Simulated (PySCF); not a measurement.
Method: TPSSh-D3(BJ)/def2-TZVP // TPSS-D3(BJ)/def2-SVP in PySCF. All species are isolated molecules in the gas phase. One relaxed conformer stands for a flexible species; it need not be the lowest. 

Reference species: [W(F)3(OH)3] (neutral, multiplicity 1).

```
Quantity                                  Value
-------------------------------------  --------
HOMO                                   -8.83 eV
charge on the central atom (Mulliken)    1.62 e
```

Changed species: [W(F)(OH)5] (5 of 6 F replaced by OH; the reference has 3 of 6 F replaced by OH).

Task: Give the shifts of the HOMO and charge on the central atom (Mulliken).

Result: the HOMO rises by 0.74 eV, to -8.09 eV; the charge on the central atom (Mulliken) decreases by 0.07 e, to 1.55 e.
